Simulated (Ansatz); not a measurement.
Born–Oppenheimer molecular dynamics of C3H9BO (14 atoms, charge 0, multiplicity 1). It starts at the highest image of a converged band. Of that band: The profile has 2 maxima (images 1, 6) with wells between them (image 2): this band takes more than one step, which may be the mechanism or a detour left from its start path. Neighbouring images differ by up to 3.3 eV, so the band resolves the path poorly. A vibrational analysis at the climbing image gives one clearly imaginary mode, 1586i cm⁻¹: a first-order saddle point.

These are results of RKS PBE0/6-31G* (Ansatz), not measurements.

```yaml
ensemble: NVE (velocity Verlet)
time_step: 0.5 fs
steps_asked: 200
starting_velocities_drawn_for: 300 K
seed: 5241
```

First frame:

```xyz
14
Properties=species:S:1:pos:R:3
C -1.703 -1.526 0.629
B -0.475 -0.564 0.823
C 0.682 -0.142 -0.203
C 0.588 1.343 -0.563
O 1.598 1.767 -1.455
H -2.112 -1.392 1.611
H -0.911 -1.312 -0.138
H -2.234 -2.223 -0.013
H -0.493 -0.078 1.909
H 1.643 -0.325 0.304
H 0.726 -0.712 -1.143
H -0.357 1.544 -1.078
H 0.588 1.952 0.356
H 2.447 1.638 -1.012
```

Question: How far do the bonds stretch over the last three quarters of this one trajectory? (Pairs bonded in most of those frames.)

Answer: 
```csv
bond,mean (Å),spread (Å),shortest,longest
C1–B2,1.586,0.056,1.49,1.69
C1–H6,1.130,0.050,1.04,1.26
C1–H7,1.222,0.187,0.89,1.51
C1–H8,1.114,0.036,1.04,1.19
B2–C3,1.593,0.069,1.47,1.72
B2–H9,1.219,0.052,1.14,1.31
C3–C4,1.557,0.073,1.41,1.68
C3–H10,1.103,0.012,1.08,1.13
C3–H11,1.101,0.007,1.09,1.11
C4–O5,1.414,0.024,1.37,1.45
C4–H12,1.096,0.006,1.09,1.11
C4–H13,1.104,0.024,1.07,1.14
O5–H14,0.966,0.004,0.96,0.97
```

Mean temperature of the second half: 1281 K. The conserved energy stayed within 1.5 meV per atom of its start (net change -0.49 meV per atom), so there is no drift, though single steps change it by up to 21 meV in the whole system, a sign of fast motions only just resolved. The system heated up, since it started high on the potential surface and ran downhill. A run of 0.1 ps of so small a system gives no equilibrium averages. The orbitals stay closed-shell, which can raise the energy where a bond breaks towards radicals; this wasn't checked here.

Run time: 6 min on 2 threads of Arm Neoverse V2, on a shared host, peak memory 0.19 GiB.
